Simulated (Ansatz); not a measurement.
C2H8AlNSi, SMILES `[CH3][Al]1[NH][SiH]1C`. Total charge 0; spin multiplicity 1. The structure was optimised at the PBE0-D4/def2-TZVP level.

```xyz
13

C     0.358    2.000    2.266
Al   -0.137    0.715    0.891
N    -0.501    0.770   -0.850
Si   -0.707   -0.961   -0.588
C     0.417   -2.103   -1.562
H     0.492    2.998    1.843
H     1.289    1.708    2.759
H    -0.414    2.056    3.039
H    -0.621    1.319   -1.689
H    -2.100   -1.465   -0.811
H     0.149   -2.091   -2.624
H     0.310   -3.132   -1.207
H     1.465   -1.813   -1.467
```

What is the dipole moment at r2SCAN/def2-TZVPP? (An estimate is asked.)

The calculation gave: 1.48 D, with components (0.78, 1.22, 0.33) D in this frame, pointing from negative to positive charge.

And with PBE, B3LYP, ωB97M-V? (Best estimate.)

Ansatz gave: PBE 1.46 D, B3LYP 1.41 D, ωB97M-V 1.47 D.

Give the Mulliken charges with r2SCAN, PBE, ωB97M-V in def2-TZVPP. (Estimate.)

Computed: 
```csv
atom,r2SCAN,PBE,ωB97M-V
C1,-0.36,-0.40,-0.48
Al2,0.40,0.25,0.29
N3,-0.44,-0.31,-0.36
Si4,0.29,0.22,0.31
C5,-0.29,-0.36,-0.43
H6,0.07,0.11,0.12
H7,0.07,0.10,0.11
H8,0.07,0.10,0.11
H9,0.11,0.10,0.07
H10,-0.13,-0.10,-0.07
H11,0.07,0.10,0.11
H12,0.07,0.10,0.11
H13,0.06,0.10,0.11
```

B3LYP here is the variant with VWN-RPA as its local correlation; programs differ in this.
